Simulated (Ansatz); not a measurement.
Stepwise reaction of `[CH3][Ge]([CH3])([Cl])[Cl]` with hydrogen sulfide, as a gas-phase model of exchange steps in deposition or etching. ΔE in kJ/mol; ΔG adds harmonic PBE0-D4 terms to CCSD(T)/CBS, at 1 bar.

Computed with Ansatz on PBE0-D4/def2-TZVP structures; ΔE is electronic, products minus reactants. CBS: MP2 limit from def2 TZ/QZ plus the TZ coupled-cluster correction, frozen cores. This one scheme is used for every species. DFT in def2-TZVPP. B3LYP here is the variant with VWN-RPA as its local correlation; programs differ in this. For Ge outer-core shells are correlated without core-valence functions, which leaves a few kJ/mol of doubt a bond. Scalar relativity is left out up to krypton. One conformer a species, not always the lowest.

```csv
step,reaction,PBE-D4,B3LYP-D4,ωB97M-V,CCSD(T)/CBS,ΔG(500 K)
2,`[CH3][Ge]([SH])([Cl])[Cl]` + H₂S → `[SH][Ge]([SH])([Cl])[Cl]` + CH₄,-55.0,-53.6,-48.0,-46.0,-29.4
```

Question: Give the row of step 1, `[CH3][Ge]([CH3])([Cl])[Cl]` + H₂S → `[CH3][Ge]([SH])([Cl])[Cl]` + CH₄. (Estimate.)

Answer: The calculation gave: 
| step | reaction | PBE-D4 | B3LYP-D4 | ωB97M-V | CCSD(T)/CBS | ΔG(500 K) |
| --- | --- | --- | --- | --- | --- | --- |
| 1 | `[CH3][Ge]([CH3])([Cl])[Cl]` + H₂S → `[CH3][Ge]([SH])([Cl])[Cl]` + CH₄ | -58.2 | -57.4 | -51.9 | -50.6 | -41.1 |

Question: By hand: ΔE of the 2 steps together at CCSD(T)/CBS.

Answer: (-50.6) + (-46.0) = -96.6 kJ/mol, or -48.3 kJ/mol a step.

In ΔE the steps differ by no more than 4.6 kJ/mol. All are downhill at CCSD(T)/CBS. ΔG lies between -41.1 and -29.4 kJ/mol a step. PBE-D4 differs from CCSD(T)/CBS by -9.0 to -7.6 kJ/mol a step. Only this route is followed, and other bonds may react first. Isolated molecules leave out the surface, adducts and barriers. Largest T1 diagnostic: 0.010.
